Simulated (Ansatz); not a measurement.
Problem. Name a neutral molecule of As, B, C, Si and H with HOMO–LUMO gap (B3LYP/def2-TZVPP) between 5.90 and 6.20 eV and LUMO energy (ωB97M-V/def2-TZVPP) between 1.00 and 1.30 eV (Ansatz, PBE0-D4/def2-TZVP geometry).

Solution. `B[As](C)[SiH3]` (6.16 eV, 1.19 eV). Other molecules can fit too; these were computed, each in one conformer that needn't be the lowest.

B3LYP here is the variant with VWN-RPA as its local correlation; programs differ in this.
